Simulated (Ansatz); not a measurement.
Sb, charge -1, triplet (core potentials on Sb) (a gas-phase anion, which may not be bound at this level); BLYP/def2-TZVP in Ansatz (a program for electronic structure).

Ansatz was given this input:
Ansatz 0.2 input:
```yaml
crystal:
  periodic: [false, false, false]
  atoms:
    - {symbol: Sb, position_ang: [0.00000000, 0.00000000, 0.00000000]}
basis:
  gaussian:
    orbitals: def2-TZVP
hamiltonian:
  xc: blyp
total_charge: -1
magnetization: {spin_polarized: true, initial_magnetization: 2}
accuracy: high
```

The log (banner, timings and long lists left out):

```
Functional definition: BLYP
513 factors; integrals over basis functions are off by at most 3.4e-9 eV
mean field evaluation 1: about -6535.2443 eV, gradient 1.3e1 eV
mean field evaluation 2: about -6534.7120 eV, gradient 1.7e1 eV
mean field evaluation 4: about -6535.9163 eV, gradient 3.6e0 eV
mean field evaluation 8: about -6536.0022 eV, gradient 4.6e-1 eV
mean field evaluation 16: about -6536.0051 eV, gradient 1.1e-4 eV
mean field evaluation 32: about -6536.0051 eV, gradient 1.1e-5 eV
mean field evaluation 64: about -6536.0051 eV, gradient 3.7e-8 eV
mean field -6536.00511979 eV, -240.1937578890 hartree, gradient 8.5e-8 eV, S^2 2.002218; 4 other end points of the search recorded, 0 dependent functions left out
reference -6536.00514728 eV, -240.1937588992 hartree; 13, 11 occupied and 37, 39 virtual orbitals, 513 factors
Total energy: -6536.00514728 eV, -240.1937588992 hartree
```
